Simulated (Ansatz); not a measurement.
Born–Oppenheimer molecular dynamics of ClFH4O3W (10 atoms, charge 0, multiplicity 1). It starts from a relaxed structure.

The calculation used Ansatz 0.2.0, RKS PBE/def2-SVP.

* ensemble: NVT, Langevin thermostat
* time step: 0.5 fs
* steps asked: 500
* set temperature: 2000 K
* friction: 0.02 /fs
* temperature schedule: 125 steps to 2000 K, then 375 steps to 10 K
* seed: 677044

First frame:

```xyz
10
Properties=species:S:1:pos:R:3
W -0.022 -0.278 0.005
F -0.678 -0.579 1.804
O 1.786 0.299 -0.217
H 2.325 -0.314 -0.765
H 0.191 1.183 0.853
O -1.754 0.502 -0.208
H -2.268 0.642 0.613
O 0.452 -2.106 0.286
H 0.486 -2.442 1.204
Cl -0.138 -0.481 -2.318
```

Question: How far do the bonds stretch over the last three quarters of this one trajectory? (Pairs bonded in most of those frames.)

Answer: 
```csv
bond,mean (Å),spread (Å),shortest,longest
W1–F2,1.938,0.060,1.79,2.07
W1–O3,1.936,0.102,1.79,2.13
W1–H5,1.741,0.060,1.59,1.90
W1–O6,1.747,0.089,1.64,2.00
W1–O8,1.934,0.107,1.75,2.10
O3–H4,0.988,0.045,0.89,1.09
H7–Cl10,1.539,0.617,1.24,3.89
O8–H9,0.992,0.054,0.88,1.11
```

Pairs bonded in part of these frames only: W1–H4 17 %, W1–H7 6 %, W1–H9 22 %, W1–Cl10 39 %, O6–H7 12 %, H7–Cl10 87 %.

Mean temperature of the second half: 1255 K. The schedule's set-point averaged 673 K over the second half and the system 1255 K, so it lags behind the ramp. A run of 0.25 ps of so small a system gives no equilibrium averages. The orbitals stay closed-shell, which can raise the energy where a bond breaks towards radicals; this wasn't checked here.

Run time: 15 min on 4 threads of Arm Neoverse V1, with other jobs on the host, peak memory 0.19 GiB.
